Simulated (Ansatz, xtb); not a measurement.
# CH4AlOSi: where a starting geometry ends

The starting geometry of this gas-phase doublet was built from a drawn formula by distance geometry and a force field; its bonds are those of `O/[Si]=[CH]/[AlH2]`.

```json
{"atom": "C", "x (Å)": "-0.8732", "y (Å)": "0.2548", "z (Å)": "-1.1955"}
{"atom": "Al", "x (Å)": "-0.0841", "y (Å)": "2.0489", "z (Å)": "-0.8368"}
{"atom": "O", "x (Å)": "-0.6749", "y (Å)": "-2.5240", "z (Å)": "-2.1958"}
{"atom": "Si", "x (Å)": "0.0308", "y (Å)": "-0.8952", "z (Å)": "-1.8647"}
{"atom": "H", "x (Å)": "-1.6744", "y (Å)": "-2.6635", "z (Å)": "-1.9575"}
{"atom": "H", "x (Å)": "-1.9438", "y (Å)": "0.1267", "z (Å)": "-0.9742"}
{"atom": "H", "x (Å)": "-0.9666", "y (Å)": "3.2455", "z (Å)": "-0.1949"}
{"atom": "H", "x (Å)": "1.4511", "y (Å)": "2.3237", "z (Å)": "-1.2565"}
```

Predict what it relaxes into with r2SCAN-D4/def2-SVP.

It keeps its bonds, and is `O/[Si]=[CH]/[AlH2]`.

The energy falls by 0.76 eV over 10 steps:

```tsv
step	E − E(last) (eV)
1	0.760
2	0.174
3	0.028
4	0.015
5	0.009
6	0.004
7	0.002
8	0.000
9	0.000
10	0.000
```

Final geometry (Å):

```xyz
8

C    -1.0036    0.3795   -1.1352
Al   -0.1107    2.0370   -0.8577
O    -0.5605   -2.4587   -2.2109
Si   -0.0964   -0.9138   -1.8327
H    -1.4780   -2.7202   -2.0437
H    -2.0573    0.1734   -0.8839
H    -0.8507    3.2939   -0.2212
H     1.4220    2.1257   -1.2906
```

From the same start GFN2-xTB ends elsewhere, differing in Al2–Si4 (2.57 against 3.11 Å here).

No frequencies were run, so the end isn't proven a minimum. Open shells are spin-unrestricted. Run with Ansatz 0.2.0, 70 s on 2 threads of Arm Neoverse V1, with other jobs on the host.
